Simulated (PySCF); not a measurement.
PySCF 2.14 output of an unrestricted LDA calculation on a single atom or ion in dyall-av2z (16s12p8d, 92 functions), with no relativity, point nucleus:

```
SCF conv_tol = 1e-09
number electrons alpha = 18  beta = 15
    P. A. M. Dirac.,  Math. Proc. Cambridge Philos. Soc. 26, 376 (1930)
    F. Bloch.,  Z. Phys. 57, 545 (1929)
    S. H. Vosko, L. Wilk, and M. Nusair.,  Can. J. Phys. 58, 1200 (1980)
cycle= 1 E= -2073.85627038311  delta_E= -0.0445  |g|= 0.208  |ddm|= 0.325
cycle= 2 E= -2073.85051362532  delta_E= 0.00576  |g|= 0.347  |ddm|= 0.104
cycle= 3 E= -2073.86055448661  delta_E= -0.01  |g|= 0.0135  |ddm|= 0.0748
cycle= 4 E= -2073.860511451  delta_E= 4.3e-05  |g|= 0.0124  |ddm|= 0.0544
cycle= 5 E= -2073.86066636856  delta_E= -0.000155  |g|= 0.00131  |ddm|= 0.0307
cycle= 6 E= -2073.86066685251  delta_E= -4.84e-07  |g|= 8.57e-06  |ddm|= 0.00136
cycle= 7 E= -2073.86066685262  delta_E= -1.01e-10  |g|= 2.67e-06  |ddm|= 4.27e-05
converged SCF energy = -2073.86066685262  <S^2> = 3.7504699  2S+1 = 4.0002349
```

The run itself started from symmetry-adapted Hartree-Fock orbitals and held the occupation by maximum overlap, on a logarithmic radial grid, so the iterations belong to that start.

Q: Which element, charge and spin multiplicity is this?

A: Ge⁻ (germanium, charge -1), multiplicity 4; the state was [Ar] 3d10 4s2 4p3, high-spin 4S determinant.

At LDA the highest occupied level has a positive energy, so only the finite basis holds that electron; in a semilocal or global hybrid functional this comes from self-interaction and does not mean that the real anion is unbound.
